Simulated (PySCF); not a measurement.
Cartesian coordinates (Å):
SMILES: B
```xyz
4

B      0.0000     0.0000     0.0001
H     -0.6893    -0.9727     0.0016
H     -0.4978     1.0833     0.0007
H      1.1870    -0.1106    -0.0024
```
Charge 0, multiplicity 1.

Give the dipole moment, HOMO and HOMO–LUMO gap at the level r2SCAN-D4/def2-TZVP run with PySCF.


| Item | Result |
|---|---|
| dipole moment | 0.00 D |
| HOMO | -8.82 eV |
| HOMO–LUMO gap | 6.29 eV |
